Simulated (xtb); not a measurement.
Be(OH)(SMe) (CH₄BeOS), SMILES C[S][Be][OH]. All values are semi-empirical tight-binding results from xtb (GFN2-xTB unless named), good for trends rather than for accurate numbers. Geometry optimised at GFN2-xTB. Other conformers were not sampled.

For metal compounds this method's bond lengths and energies can be far off.

Computed properties:
```json
{
  "orbital_gap": "4.23 eV",
  "zero_point_energy": "33.3 kcal/mol",
  "G − E(el) at 298.15 K (modified RRHO)": "14.5 kcal/mol"
}
```
